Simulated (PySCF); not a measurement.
# Working out the excitation energy of O

O [He] 2s2 2p4 (3P) → O [He] 2s1 2p5 (3P). Calculation: PySCF 2.14, in x2c-TZVPPall (5s3p2d1f, 31 functions); scalar relativity by spin-free X2C-1e. Frozen: 1s2. Energies in hartree (1 hartree = 27.21139 eV):

| part | O (lower) | O (upper) |
| --- | --- | --- |
| UHF | -74.867874 | -74.246056 |
| CCSD correlation | -0.158368 | -0.198001 |
| (T) | -0.002848 | -0.006079 |

Question: What does Hartree-Fock give?

Answer: (-74.246056) − (-74.867874) = 0.621818 hartree = 16.921 eV.

Question: What do CCSD and CCSD(T) give?

Answer: The CCSD correlation energies differ by -0.039633 hartree = -1.078 eV and the triples by -0.003231 hartree = -0.088 eV, so CCSD gives 15.843 eV and CCSD(T) 15.755 eV.

The upper state lies above the first ionisation limit, where it may autoionise and the basis confines it.
